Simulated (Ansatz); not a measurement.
Two isomers of C4H8Ge: A = `C=C=C[CH2][GeH3]`, B = `C#[C][GeH]([CH3])[CH3]`.

Isolated molecules relaxed with PBE0-D4/def2-TZVP in Ansatz; ΔE leaves out vibrations. CBS: MP2 limit from def2 TZ/QZ plus the TZ coupled-cluster correction, frozen cores. DFT in def2-TZVPP. B3LYP here is the variant with VWN-RPA as its local correlation; programs differ in this. For Ge outer-core shells are correlated without core-valence functions, which leaves a few kJ/mol of doubt a bond. Scalar relativity is left out up to krypton. One conformer a species, not always the lowest.

Problem. Which isomer does CCSD(T)/CBS put lower? Give the gap. (Estimate.)

Solution. Ansatz gave: B, by 18.9 kcal/mol.

Problem. Give E(B) − E(A) in kcal/mol with MP2/def2-TZVPP, B2PLYP, PBE0-D4, ωB97M-V, B3LYP, HF/def2-TZVPP, CCSD/def2-TZVPP. (Estimate.)

Solution. Computed: MP2/def2-TZVPP -23.8, B2PLYP -17.6, PBE0-D4 -12.6, ωB97M-V -16.5, B3LYP -13.1, HF/def2-TZVPP -18.4, CCSD/def2-TZVPP -20.1. None reverses the order clearly.

Largest T1 diagnostic: 0.012.

In def2-TZVPP, CCSD(T) changes the Hartree–Fock value by −1.6 kcal/mol (the triples alone add +0.1 kcal/mol) and MP2 by −5.4 kcal/mol. From PBE to PBE0 (25 % exact exchange), in def2-TZVPP and without D4, E(B) − E(A) moves by −2.0 kcal/mol.
